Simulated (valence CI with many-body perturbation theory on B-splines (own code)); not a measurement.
# Level structure of W67+

Level of theory: relativistic CI+MBPT: five valence electrons over a frozen Dirac-Fock core [He], radial functions for each j: 9 s, 9 p, 8 d, 6 f, 3 g, 1 h, with the one-electron correlation potential Σ1, the two-electron term Σ2, the three-electron term Σ3, Breit, model QED; selected CI, second order for the rest (own B-spline code, finite nucleus).

The last digits are not significant, and no measured levels were compared; by estimate large intervals hold to a few tenths of a per cent, small ones and those within an open d or f shell to about a per cent. Among the levels kept, up to 1200 cm⁻¹ of a level comes from second order outside the variational space, and about a tenth of that is noise between levels of different J, which matters for small intervals.

Levels 46 to 75 of 75, with energies above the lowest level, (2s^2 2p1/2^2 2p3/2) J=3/2. "Leading %" is the weight of the configuration and term that name the level; weights of strongly mixed levels are sums over their largest components and can fall short. In the jj column 3d3/2^4 stands for four electrons in 3d with j = 3/2. Lifetimes count E1, E2, E3, M1 and M2 decay at the calculated energies, and are blank where another channel may lead or the interval is too uncertain; long ones can be off by a factor of two.

| No. | Configuration | Term | J | E (eV) | Leading % | g | Lifetime | Leading jj |
| --- | --- | --- | --- | --- | --- | --- | --- | --- |
| 46 | 2s2 2p2 3d | 4D | 1/2 | 10842 | 79 | 0.246 | 3.79 fs | 2s^2 2p1/2 2p3/2 3d3/2 (100 %) |
| 47 | 2s2 2p2 3d | 2G | 7/2 | 10853 | 55 | 0.999 | 30.7 fs | 2s^2 2p1/2 2p3/2 3d3/2 (99 %) |
| 48 | 2s2 2p2 3d | 2D | 5/2 | 10869 | 37 | 1.119 | 559 as | 2s^2 2p1/2 2p3/2 3d3/2 (98 %) |
| 49 | 2s2 2p2 3d | 2D | 3/2 | 10875 | 47 | 1.098 | 544 as | 2s^2 2p1/2 2p3/2 3d3/2 (99 %) |
| 50 | 2s2 2p2 3d | 2P | 1/2 | 10884 | 38 | 1.601 | 508 as | 2s^2 2p1/2 2p3/2 3d3/2 (99 %) |
| 51 | 2s2 2p2 3d | 4D | 7/2 | 10936 | 46 | 1.295 | 27.9 fs | 2s^2 2p1/2 2p3/2 3d5/2 (98 %) |
| 52 | 2s2 2p2 3d | 2P | 3/2 | 10955 | 40 | 1.315 | 876 as | 2s^2 2p1/2 2p3/2 3d5/2 (99 %) |
| 53 | 2s2 2p2 3d | 2G | 9/2 | 10956 | 65 | 1.164 | 5.91 ps | 2s^2 2p1/2 2p3/2 3d5/2 (100 %) |
| 54 | 2s2 2p2 3d | 2F | 5/2 | 10958 | 44 | 1.133 | 680 as | 2s^2 2p1/2 2p3/2 3d5/2 (99 %) |
| 55 | 2s2 2p2 3d | 2D | 5/2 | 10974 | 59 | 1.245 | 476 as | 2s^2 2p1/2 2p3/2 3d5/2 (98 %) |
| 56 | 2s2 2p2 3d | 2F | 7/2 | 10982 | 70 | 1.122 | 425 as | 2s^2 2p1/2 2p3/2 3d5/2 (98 %) |
| 57 | 2s2 2p2 3d | 2D | 3/2 | 10989 | 57 | 0.960 | 634 as | 2s^2 2p1/2 2p3/2 3d5/2 (99 %) |
| 58 | 2s2 2p2 3d | 2P | 1/2 | 10994 | 57 | 1.219 | 603 as | 2s^2 2p1/2 2p3/2 3d5/2 (99 %) |
| 59 | 2s 2p3 3p | 4D | 7/2 | 11039 | 49 | 1.416 | 81.0 fs | 2s 2p1/2^2 2p3/2 3p3/2 (98 %) |
| 60 | 2s 2p3 3p | 2P | 3/2 | 11049 | 31 | 1.497 | 3.08 fs | 2s 2p1/2^2 2p3/2 3p3/2 (99 %) |
| 61 | 2s 2p3 3p | 4P | 5/2 | 11067 | 38 | 1.401 | 3.31 fs | 2s 2p1/2^2 2p3/2 3p3/2 (99 %) |
| 62 | 2s 2p3 3p | 2P | 1/2 | 11072 | 40 | 1.400 | 1.93 fs | 2s 2p1/2^2 2p3/2 3p3/2 (99 %) |
| 63 | 2s 2p3 3p | 2D | 5/2 | 11135 | 33 | 1.255 | 4.01 fs | 2s 2p1/2^2 2p3/2 3p3/2 (99 %) |
| 64 | 2s 2p3 3d | 4D° | 5/2 | 11140 | 30 | 1.234 | 6.47 fs | 2s 2p1/2^2 2p3/2 3d3/2 (99 %) |
| 65 | 2s 2p3 3d | 4D° | 3/2 | 11146 | 29 | 1.334 | 3.04 fs | 2s 2p1/2^2 2p3/2 3d3/2 (100 %) |
| 66 | 2s 2p3 3d | 2F° | 7/2 | 11149 | 24 | 1.214 | 40.0 fs | 2s 2p1/2^2 2p3/2 3d3/2 (97 %) |
| 67 | 2s 2p3 3d | 4P° | 1/2 | 11150 | 47 | 2.221 | 7.05 fs | 2s 2p1/2^2 2p3/2 3d3/2 (100 %) |
| 68 | 2s 2p3 3p | 2P | 3/2 | 11152 | 36 | 1.220 | 4.59 fs | 2s 2p1/2^2 2p3/2 3p3/2 (99 %) |
| 69 | 2s 2p3 3p | 4P | 1/2 | 11157 | 39 | 1.743 | 34.5 fs | 2s 2p1/2^2 2p3/2 3p3/2 (99 %) |
| 70 | 2s 2p3 3d | 2D° | 3/2 | 11227 | 35 | 0.915 | 7.00 fs | 2s 2p1/2^2 2p3/2 3d3/2 (90 %) |
| 71 | 2s 2p3 3d | 2F° | 5/2 | 11234 | 37 | 0.920 | 13.9 fs | 2s 2p1/2^2 2p3/2 3d3/2 (99 %) |
| 72 | 2s 2p3 3d | 4F° | 9/2 | 11240 | 51 | 1.323 | 5.71 ps | 2s 2p1/2^2 2p3/2 3d5/2 (100 %) |
| 73 | 2s 2p3 3d | 4D° | 1/2 | 11243 | 48 | 0.598 | 2.86 fs | 2s 2p1/2^2 2p3/2 3d3/2 (98 %) |
| 74 | 2s 2p3 3d | 4D° | 5/2 | 11265 | 30 | 1.320 | 789 as | 2s 2p1/2^2 2p3/2 3d5/2 (99 %) |
| 75 | 2s 2p3 3d | 4D° | 7/2 | 11271 | 41 | 1.281 | 498 as | 2s 2p1/2^2 2p3/2 3d5/2 (97 %) |
